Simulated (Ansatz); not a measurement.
A structure relaxed at PBE0-D4/def2-TZVP, charge 0, multiplicity 1:

Cartesian coordinates in Å:
```
C -1.418 0.846 0.284
C 0.064 0.902 0.446
C 0.929 -0.032 0.069
C 0.657 -1.336 -0.592
I 2.978 0.311 0.423
H -1.767 1.695 -0.314
H -1.765 -0.068 -0.195
H -1.910 0.925 1.259
H 0.449 1.800 0.920
H 1.168 -1.396 -1.557
H -0.411 -1.481 -0.760
H 1.026 -2.165 0.018
```

Question: Give its formula and SMILES.

Answer: C4H7I, `C/C=C(\C)I`.

Question: Point group (tolerance 0.08 Å, 0.16 Å for H)?

Answer: Cs.

Question: Summarise the bond lengths by kind.

Answer: 3 × C–C 1.328 to 1.492 Å; 7 × C–H 1.086 to 1.094 Å; 1 × C–I 2.107 Å.

Computed with Ansatz.
